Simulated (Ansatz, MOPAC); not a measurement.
The molecule LiH-, multiplicity 2 (lowest of 2S+1 = 2, 4 at CCSD(T)/def2-TZVPP on PBE0 minima; our sources give no spin for the ground state, which may be another).

The constants come from a fifth-degree fit in 1/R (seven points, main isotopes). Runs in def2 and cc sets follow the lowest solution found near the PBE0 minimum.

Correlated levels freeze the inner cores; with def2 sets outer-core shells near the valence are correlated too. CBS(a, b) extrapolates the correlation energy as X⁻³ and adds the Hartree–Fock energy of set b. The state that AM1, PM7 reach isn't checked; PM7 holds dispersion and hydrogen-bond terms.

Programs: Ansatz (Gaussian basis) for Hartree–Fock, density functionals and correlated methods; MOPAC for AM1, PM7 (differences of heats of formation). Values without a source in brackets are computed.

| level | r_e (Å) | ω_e (cm⁻¹) | ω_e x_e (cm⁻¹) |
|---|---|---|---|
| AM1 | 1.740 | 1410 | 39 |
| PM7 | 1.788 | 544 | 28 |
| r2SCAN/def2-TZVPP | 1.721 | 1084 | 28 |
| BHLYP/def2-TZVPP | 1.691 | 1147 | 26 |
| CAM-B3LYP/def2-TZVPP | 1.693 | 1135 | 26 |
| CCSD/def2-TZVPP | 1.702 | [?] | 27 |
| CCSD/aug-cc-pVQZ | 1.684 | 1171 | 28 |
| CCSD(T)/CBS(aug-cc-pVTZ, aug-cc-pVQZ) | [?] | [?] | 28 |

Q: Some entries are withheld; supply them.

A: 
- CCSD(T)/CBS(aug-cc-pVTZ, aug-cc-pVQZ), r_e (Å): 1.685
- CCSD(T)/CBS(aug-cc-pVTZ, aug-cc-pVQZ), ω_e (cm⁻¹): 1168
- CCSD/def2-TZVPP, ω_e (cm⁻¹): 1128

Ansatz is a quantum-chemistry and plane-wave program.
